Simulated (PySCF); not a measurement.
# Copper: a sound run and one with changed settings

Sound run: Cu⁺ [Ar] 3d10, Cu²⁺ [Ar] 3d9. All numbers are calculated (PySCF 2.14, the spin-free X2C one-electron Hamiltonian (Gaussian nucleus), in aug-cc-pVDZ-DK). The sound run starts from symmetry-adapted Hartree-Fock orbitals and uses a fine grid where one is needed.

A second run was set up differently.

| species | method | sound run (hartree) | changed run (hartree) | converged |
| --- | --- | --- | --- | --- |
| Cu⁺ | UHF | -1652.90651 | -1652.90651 | yes |
| Cu⁺ | B3LYP | -1654.52088 | -1654.73407 | yes |
| Cu⁺ | LDA | -1651.58983 | -1651.73850 | yes |
| Cu²⁺ | UHF | -1652.27526 | -1652.27526 | yes |
| Cu²⁺ | B3LYP | -1653.76795 | -1653.99494 | yes |
| Cu²⁺ | LDA | -1650.80337 | -1650.96919 | yes |

Ionisation energy of Cu⁺:

| method | sound run (eV) | changed run (eV) |
| --- | --- | --- |
| UHF | 17.177 | 17.177 |
| B3LYP | 20.488 | 20.113 |
| LDA | 21.401 | 20.934 |

**Question.** What was changed?
A. radial grid too coarse
B. all electrons correlated in a valence basis
C. too few SCF iterations
D. minimal basis

**Answer.** A. It used radial step 0.8 in ln r (0.13 in the sound run). A coarse radial grid mis-integrates the density and the exchange-correlation energy, with errors of either sign; Hartree-Fock needs no grid.
